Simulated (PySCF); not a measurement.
Al(OMe)2(NH2), SMILES C[O][Al]([O]C)[NH2], singlet (PBE0/def2-SVP optimised geometry):

```
14

Al    -0.827    -0.374     0.000
O      0.864    -0.374     0.000
C      1.975     0.448    -0.012
H      2.650     0.187    -0.848
H      1.725     1.521    -0.118
H      2.561     0.341     0.920
O     -1.778     1.024     0.000
C     -1.744     2.405     0.020
H     -2.242     2.827    -0.873
H     -2.278     2.801     0.904
H     -0.717     2.817     0.047
N     -1.646    -1.931    -0.003
H     -1.174    -2.827    -0.006
H     -2.650    -2.055     0.000
```

Computed with PBE0/def2-TZVP run with PySCF.

Q: What are the frontier orbital energies and the dipole moment?

A: HOMO-2 -7.77 eV, HOMO-1 -7.74 eV, HOMO -7.14 eV, LUMO 0.03 eV, LUMO+1 1.17 eV; dipole moment 0.39 D.

On the same geometry PySCF with PBE/def2-TZVP gives HOMO-2 -6.21 eV, HOMO-1 -6.17 eV, HOMO -5.70 eV, LUMO -0.84 eV, LUMO+1 0.39 eV; dipole moment 0.27 D.

Meta-Löwdin charges at PBE0/def2-TZVP: Al1 1.17, O2 -0.64, C3 -0.10, H4 0.11, H5 0.09, H6 0.10, O7 -0.64, C8 -0.10, H9 0.10, H10 0.10, H11 0.09, N12 -0.77, H13 0.24, H14 0.24.
